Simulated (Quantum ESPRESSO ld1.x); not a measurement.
Results of a calculation; reference values are marked as such.
Q: The mean radii <r> (bohr) of the occupied orbitals of an atom or ion are listed with their occupations. Level of theory: scalar-relativistic Kohn-Sham, OLYP, spin-unpolarised, spherical densities, point nucleus (ld1.x of Quantum ESPRESSO 7.5).

orbital  occ.      <r>
1s          2  0.03345
2s          2   0.1443
2p          6   0.1257
3s          2   0.3634
3p          6   0.3547

Name the element and its charge.

A: Z = 44, ruthenium, charge +26: Ru26+ in [Ar]. The 1s radius gives Z: for a bare nucleus <r> = (2 gamma + 1)/(2Z) with gamma = sqrt(1 - (Z/c)^2), 0.03289 bohr for Z = 44, and screening makes it slightly larger (0.03345 here). The occupations add up to 18, and the charge is Z minus that.
